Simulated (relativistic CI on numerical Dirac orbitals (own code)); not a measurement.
One change at a time: Au XIX

Base calculation: Dirac-Coulomb-Breit CI, KLI orbitals optimised for each configuration, a model potential for QED, unscaled Slater integrals.

Configurations in the expansion (outside the closed core [Kr]): 4d10.4f13.5s2, 4d10.4f14.5s, 4d10.4f13.5s.5p, 4d10.4f14.5p, 4d10.4f12.5s2.5p, 4d10.4f13.5s.5d, 4d10.4f12.5s.5p2, 4d10.4f14.5d, 4d10.4f13.5s.5f, 4d10.4f13.5p.5d, 4d9.4f14.5s2, 4d10.4f12.5s2.5d, 4d10.4f14.6s, 4d10.4f13.5p2, 4d10.4f12.5p3, 4d9.4f14.5p2. Double excitations out of closed p, d and f shells are left out; levels of such configurations are missing from the list, as are those of other unlisted configurations, and high levels can miss mixing partners. Some configurations lack a partner that the ground configuration has and come out too high, among them 4d10.4f12.5s2.5d.

The lowest level and the first level of each name with at least 55 % of one term (blank where a level has no safe partner in the second run):

| Level | Base (cm⁻¹) | Shift (cm⁻¹) |
| --- | --- | --- |
| 4d10.4f14.5s 2S_1/2 | 0 | 0 |
| 4d10.4f13.5s2 2F°_7/2 | 93217 | -2736 |
| 4d10.4f13.5s2 2F°_5/2 | 123714 | -2492 |
| 4d10.4f14.5p 2P°_1/2 | 342735 | +2921 |
| 4d10.4f12.5s2.5p 4G°_11/2 | 528437 | +24485 |
| 4d10.4f14.5p 2P°_3/2 | 534585 | +1868 |
| 4d10.4f13.5s.5p 4G_11/2 | 579266 | -1691 |
| 4d10.4f13.5s.5p 2D_3/2 | 587017 | -1551 |
| 4d10.4f13.5s.5p 4F_9/2 | 596351 | -1653 |
| 4d10.4f13.5s.5p 4D_1/2 | 600730 | -1388 |
| 4d10.4f12.5s2.5p 2K°_13/2 | 612911 | +24412 |
| 4d10.4f12.5s2.5p 2H°_11/2 | 616204 | +24558 |
| 4d10.4f12.5s2.5p 4P°_1/2 | 617430 | +24303 |
| 4d10.4f13.5s.5p 2G_9/2 | 618504 | -1337 |
| 4d10.4f13.5s.5p 2F_5/2 | 699319 | -1403 |
| 4d10.4f12.5s2.5p 2P°_1/2 | 708944 | +23741 |
| 4d10.4f12.5s2.5p 4I°_15/2 | 724637 | +26877 |
| 4d10.4f12.5s2.5p 4H°_13/2 | 742124 | +26893 |

At this charge transitions that keep the count of f electrons are usually good to a few per cent. Levels that differ in their count of f electrons can be misplaced by several ten thousand cm⁻¹, since the correlation energy of f electrons is missing or only estimated; rates across such gaps can be off by orders of magnitude. The computed lowest level isn't the tabulated ground level, which NIST ASD gives as 4f13 5s2 2F°7/2; for such ions that label comes from theory and may be the wrong one.

Problem. One thing was changed in a second run, which moved the levels as shown. Which?
A. QED terms removed
B. Breit term removed
C. one mean potential for all configurations
D. configuration mixing switched off

Solution. C. One mean potential for all configurations. One potential for all configurations removes the relaxation of the orbitals, which moves whole configurations and changes the integrals a little.

LS names give the leading component of a level, which can be under half, so a name can repeat, a term be missing and a line seem to break the LS rules.
